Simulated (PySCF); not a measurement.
PySCF input for C2H9FOSi2, SMILES [Si@@H]([SiH2]C)(OC)F, TDA-ωB97X/def2-SVPD. Coordinates come from a B3LYP-D3(BJ)/def2-SVP optimisation. The structure was generated by enumeration; whether it is a known compound was not checked. The values are those of a single conformer.

```python
import numpy as np
from pyscf import gto, scf, dft, tdscf

mol = gto.M(
    atom='''
    C     2.84185648    0.03026004   -0.01458318
    O     1.47202249   -0.19534394    0.24959978
    Si    0.23174685   -0.06644890   -0.84393396
    F     0.06681243    1.50284277   -1.28408178
    Si   -1.66548083   -0.73951307    0.34433801
    C    -1.68197685    0.19524428    1.98508681
    H     3.16774888   -0.46617468   -0.94772234
    H     3.43486723   -0.37772092    0.81828095
    H     3.05963022    1.10902529   -0.10219417
    H     0.58585836   -0.79008540   -2.10119776
    H    -1.58620764   -2.21561001    0.56719055
    H    -2.89698099   -0.46158540   -0.45483085
    H    -1.77502923    1.27786426    1.80620427
    H    -2.51810041   -0.12597379    2.62537062
    H    -0.73628019    0.01786890    2.52015796
    ''',
    basis='def2-SVPD',
    charge=0,
    spin=0,
    max_memory=1600,
    verbose=4,
)
mf = dft.RKS(mol, xc='wb97x').density_fit(auxbasis='def2-universal-jkfit')
mf.grids.level = 3
mf.conv_tol = 1e-9
mf.max_cycle = 100
mf.kernel()
mf.grids = dft.Grids(mol).set(level=1).build(with_non0tab=True)  # coarser grid for the response kernel
td = tdscf.TDA(mf)
td.singlet = True
td.nstates = 6
td.conv_tol = 1e-4
td.positive_eig_threshold = 1e-6
td.kernel(x0=td.get_init_guess(mf, 11))
td.analyze()
tt = tdscf.TDA(mf)
tt.singlet = False
tt.nstates = 2
tt.conv_tol = 1e-4
tt.positive_eig_threshold = 1e-6
tt.kernel(x0=tt.get_init_guess(mf, 7))
tt.analyze(verbose=3)
```

Program output:

```
PySCF version 2.14.0

[INPUT] verbose = 4
[INPUT] num. atoms = 15
[INPUT] num. electrons = 66
[INPUT] charge = 0
[INPUT] spin (= nelec alpha-beta = 2S) = 0
[INPUT] symmetry False subgroup None
[INPUT] Mole.unit = angstrom
[INPUT] Symbol           X                Y                Z      unit          X                Y                Z       unit  Magmom
[INPUT]  1 C      2.841856480000   0.030260040000  -0.014583180000 AA    5.370330432521   0.057183188118  -0.027558216225 Bohr   0.0
[INPUT]  2 O      1.472022490000  -0.195343940000   0.249599780000 AA    2.781719355300  -0.369146546693   0.471675224952 Bohr   0.0
[INPUT]  3 Si     0.231746850000  -0.066448900000  -0.843933960000 AA    0.437938076731  -0.125570222279  -1.594804051620 Bohr   0.0
[INPUT]  4 F      0.066812430000   1.502842770000  -1.284081780000 AA    0.126257194417   2.839961243583  -2.426562885744 Bohr   0.0
[INPUT]  5 Si    -1.665480830000  -0.739513070000   0.344338010000 AA   -3.147302634413  -1.397477167836   0.650704533178 Bohr   0.0
[INPUT]  6 C     -1.681976850000   0.195244280000   1.985086810000 AA   -3.178475594359   0.368958216588   3.751270404387 Bohr   0.0
[INPUT]  7 H      3.167748880000  -0.466174680000  -0.947722340000 AA    5.986177814598  -0.880942471407  -1.790935664732 Bohr   0.0
[INPUT]  8 H      3.434867230000  -0.377720920000   0.818280950000 AA    6.490958338943  -0.713789090319   1.546326888449 Bohr   0.0
[INPUT]  9 H      3.059630220000   1.109025290000  -0.102194170000 AA    5.781863158243   2.095754063316  -0.193118992827 Bohr   0.0
[INPUT] 10 H      0.585858360000  -0.790085400000  -2.101197760000 AA    1.107111848187  -1.493045021017  -3.970688299950 Bohr   0.0
[INPUT] 11 H     -1.586207640000  -2.215610010000   0.567190550000 AA   -2.997498016293  -4.186896117745   1.071834799941 Bohr   0.0
[INPUT] 12 H     -2.896980990000  -0.461585400000  -0.454830850000 AA   -5.474500659171  -0.872269989098  -0.859505739503 Bohr   0.0
[INPUT] 13 H     -1.775029230000   1.277864260000   1.806204270000 AA   -3.354319107798   2.414813475770   3.413231395320 Bohr   0.0
[INPUT] 14 H     -2.518100410000  -0.125973790000   2.625370620000 AA   -4.758520129055  -0.238055961973   4.961231447280 Bohr   0.0
[INPUT] 15 H     -0.736280190000   0.017868900000   2.520157960000 AA   -1.391367910043   0.033767327147   4.762408335043 Bohr   0.0

nuclear repulsion = 384.985497005493
number of shells = 90
number of NR pGTOs = 300
number of NR cGTOs = 206
basis = def2-SVPD
ecp = {}


[settings echo left out]
init E= -835.479827339396
  HOMO = -0.306507086548609  LUMO = -0.00658896546480925  gap/eV = 8.16119
cycle= 1 E= -835.23087216875  delta_E= 0.249  |g|= 0.774  |ddm|= 4.62
  HOMO = -0.306810301557987  LUMO = 0.0548241647629717  gap/eV = 9.84058
cycle= 2 E= -835.221311085445  delta_E= 0.00956  |g|= 0.876  |ddm|= 1.63
  HOMO = -0.385928610763585  LUMO = 0.0597411819078584  gap/eV = 12.12729
cycle= 3 E= -835.351356291551  delta_E= -0.13  |g|= 0.047  |ddm|= 0.654
  HOMO = -0.377976273410248  LUMO = 0.0660804582561938  gap/eV = 12.08340
cycle= 4 E= -835.352024225613  delta_E= -0.000668  |g|= 0.0198  |ddm|= 0.117
  HOMO = -0.379990643343737  LUMO = 0.0658982238864083  gap/eV = 12.13325
cycle= 5 E= -835.352128845661  delta_E= -0.000105  |g|= 0.00759  |ddm|= 0.0467
  HOMO = -0.38047889160202  LUMO = 0.0657315514295345  gap/eV = 12.14200
cycle= 6 E= -835.352141150347  delta_E= -1.23e-05  |g|= 0.00225  |ddm|= 0.0122
  HOMO = -0.380490790014079  LUMO = 0.0657542690944108  gap/eV = 12.14295
cycle= 7 E= -835.352142315789  delta_E= -1.17e-06  |g|= 0.000662  |ddm|= 0.00391
  HOMO = -0.380439519000925  LUMO = 0.0658058971422872  gap/eV = 12.14296
cycle= 8 E= -835.352142488899  delta_E= -1.73e-07  |g|= 0.000144  |ddm|= 0.0015
  HOMO = -0.380463852494556  LUMO = 0.0657942303644012  gap/eV = 12.14330
cycle= 9 E= -835.352142502797  delta_E= -1.39e-08  |g|= 3.93e-05  |ddm|= 0.000453
  HOMO = -0.380461527153457  LUMO = 0.0657961457916767  gap/eV = 12.14329
cycle= 10 E= -835.352142504023  delta_E= -1.23e-09  |g|= 1.29e-05  |ddm|= 0.000154
  HOMO = -0.380460992595747  LUMO = 0.0657959166560631  gap/eV = 12.14327
cycle= 11 E= -835.352142504113  delta_E= -9e-11  |g|= 5.69e-06  |ddm|= 4.26e-05
  HOMO = -0.380461546201194  LUMO = 0.0657956427919784  gap/eV = 12.14328
Extra cycle  E= -835.352142504122  delta_E= -8.19e-12  |g|= 4.39e-06  |ddm|= 1.41e-05
converged SCF energy = -835.352142504122
tot grids = 55912
Overwritten attributes  positive_eig_threshold  of <class 'pyscf.tdscf.rks.TDA'>


******** <class 'pyscf.tdscf.rks.TDA'> for <class 'pyscf.df.df_jk.DFRKS'> ********
nstates = 6 singlet
deg_eia_thresh = 1.000e-03
wfnsym = None
conv_tol = 0.0001
eigh lindep = 1e-12
eigh level_shift = 0
eigh max_cycle = 100


Excitation energies (eV)
[7.05131524 7.1632311  8.0868191  8.35850311 8.50386254 8.56201163]

** Singlet excitation energies and oscillator strengths **
Excited State   1:      7.05132 eV    175.83 nm  f=0.0493
      33 -> 34       -0.64319
      33 -> 35       -0.15640
      33 -> 37       -0.11032
Excited State   2:      7.16323 eV    173.08 nm  f=0.0166
      33 -> 34       -0.15138
      33 -> 35        0.66255
Excited State   3:      8.08682 eV    153.32 nm  f=0.0041
      32 -> 34        0.55293
      32 -> 35       -0.25822
      32 -> 36       -0.16832
      32 -> 37       -0.11000
      32 -> 39       -0.12962
      32 -> 41        0.12296
Excited State   4:      8.35850 eV    148.33 nm  f=0.0207
      31 -> 34        0.26617
      32 -> 34        0.20650
      32 -> 35        0.51236
      33 -> 36       -0.20093
Excited State   5:      8.50386 eV    145.80 nm  f=0.1357
      29 -> 34        0.13715
      31 -> 34       -0.21492
      31 -> 35        0.17753
      32 -> 34        0.11828
      32 -> 35        0.10506
      33 -> 36        0.20811
      33 -> 37        0.43639
      33 -> 38        0.27649
Excited State   6:      8.56201 eV    144.81 nm  f=0.0729
      29 -> 34       -0.35595
      30 -> 34        0.14428
      31 -> 34        0.14573
      32 -> 35       -0.16366
      33 -> 36       -0.24019
      33 -> 37        0.37770
      33 -> 38        0.11597

** Transition electric dipole moments (AU) **
state          X           Y           Z        Dip. S.      Osc.
  1        -0.1885      0.2870      0.4090      0.2852      0.0493
  2         0.0622     -0.1078      0.2816      0.0948      0.0166
  3         0.1238      0.0726      0.0109      0.0207      0.0041
  4        -0.0820      0.1200     -0.2830      0.1012      0.0207
  5        -0.6851      0.0228      0.4258      0.6512      0.1357
  6         0.4699      0.3516      0.0550      0.3475      0.0729

** Transition velocity dipole moments (imaginary part, AU) **
state          X           Y           Z        Dip. S.      Osc.
  1        -0.0268      0.0026      0.0464      0.0029      0.0074
  2        -0.0110      0.0047      0.0179      0.0005      0.0012
  3         0.0194      0.0249     -0.0046      0.0010      0.0023
  4        -0.0038      0.0150     -0.0500      0.0027      0.0059
  5        -0.1785      0.0157      0.1138      0.0451      0.0961
  6         0.1466      0.1009      0.0183      0.0320      0.0678

** Transition magnetic dipole moments (imaginary part, AU) **
state          X           Y           Z
  1         0.3213     -0.3003      0.3656
  2        -0.3165     -0.5583     -0.1224
  3         0.1344      0.3368      0.1347
  4        -0.8686      0.3954     -0.0411
  5         0.3212     -0.2631      0.1358
  6        -0.7671     -0.0389      0.0694


******** <class 'pyscf.tdscf.rks.TDA'> for <class 'pyscf.df.df_jk.DFRKS'> ********
nstates = 2 triplet
deg_eia_thresh = 1.000e-03
wfnsym = None
conv_tol = 0.0001
eigh lindep = 1e-12
eigh level_shift = 0
eigh max_cycle = 100


Excitation energies (eV)
[6.14988869 6.34351793]

** Triplet excitation energies and oscillator strengths **
Excited State   1:      6.14989 eV    201.60 nm  f=0.0000
Excited State   2:      6.34352 eV    195.45 nm  f=0.0000
```

The calculation finished and met its thresholds.
